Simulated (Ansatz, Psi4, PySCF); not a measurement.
HCl2OTi (SMILES [OH][Ti+]([Cl])[Cl]), charge +1, singlet, geometry from GFN2-xTB (such geometries of metal compounds can be far from the true shape) (the multiplicity is a formal guess). Base run: BLYP/STO-3G run with PySCF.

The PySCF input:
```python
from pyscf import gto, scf, dft

mol = gto.Mole()
mol.atom = '''
    Ti    0.12390598    0.11494892    0.56608490
    Cl   -1.28243410   -1.29189440   -0.14479010
    Cl    0.22989792    1.49208641   -1.03198747
    O     1.59064046   -0.61057994    0.82154334
    H     2.44206012   -1.04750071    0.97900448
'''
mol.basis = 'sto-3g'
mol.charge = 1
mol.verbose = 4
mol.build()

mf = dft.RKS(mol)
mf.xc = 'blyp'
mf.kernel()
```

The same geometry, method and basis name were run in Ansatz (a program for electronic structure) and Psi4 and PySCF, at each program's defaults and at the settings that a row names. The base is PySCF at its defaults. Differences at the defaults can come from grids, fitting, cores and function types together.

```json
[
 {"code and settings": "PySCF, defaults (exact integrals, its default grid, spherical functions)", "ΔE vs base (µEh)": "0.0", "basis functions": "42", "E (Eh)": "-1825.73758", "SCF cycles": "11"},
 {"code and settings": "Psi4, defaults (density fitting with its default set, its default grid, spherical functions)", "ΔE vs base (µEh)": "-3205", "basis functions": "42", "E (Eh)": "-1825.74078", "SCF cycles": "10"},
 {"code and settings": "Ansatz, defaults (factorised integrals, its default grid, spherical functions)", "ΔE vs base (µEh)": "-3.0", "basis functions": "42", "E (Eh)": "-1825.73758", "SCF cycles": "-"},
 {"code and settings": "PySCF, density fitting with def2-universal-jkfit", "ΔE vs base (µEh)": "-3168", "basis functions": "42", "E (Eh)": "-1825.74075", "SCF cycles": "11"},
 {"code and settings": "PySCF, fine grid", "ΔE vs base (µEh)": "-5.2", "basis functions": "42", "E (Eh)": "-1825.73758", "SCF cycles": "11"},
 {"code and settings": "Psi4, exact integrals, spherical functions, fine grid", "ΔE vs base (µEh)": "-6.0", "basis functions": "42", "E (Eh)": "-1825.73758", "SCF cycles": "12"},
 {"code and settings": "Ansatz, high accuracy", "ΔE vs base (µEh)": "-1.0", "basis functions": "42", "E (Eh)": "-1825.73758", "SCF cycles": "-"}
]
```
